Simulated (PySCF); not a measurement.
Electron correlation in B⁺ (boron, charge +1)

[He] 2s1 3s1, high-spin 3S determinant (an excited configuration). Calculation: PySCF 2.14, in dyall-acv3z (15s9p4d2f, 76 functions); no relativity, point nucleus. Frozen: nothing; 4 electrons correlated; the 5 highest virtual orbitals of each spin left out.

MP2 pair energies summed by pair of shells (mhartree):

| pair | energy | share (%) |
| --- | --- | --- |
| 1s-1s | -38.05 | 82.0 |
| 1s-2s | -4.34 | 9.4 |
| 2s-3s | -3.45 | 7.4 |
| 1s-3s | -0.55 | 1.2 |

Total MP2 correlation energy: -46.39 mhartree.

Same-spin part -4.68 and opposite-spin part -41.72 mhartree; SCS-MP2 scales them by 1/3 and 6/5 to -51.62 mhartree.
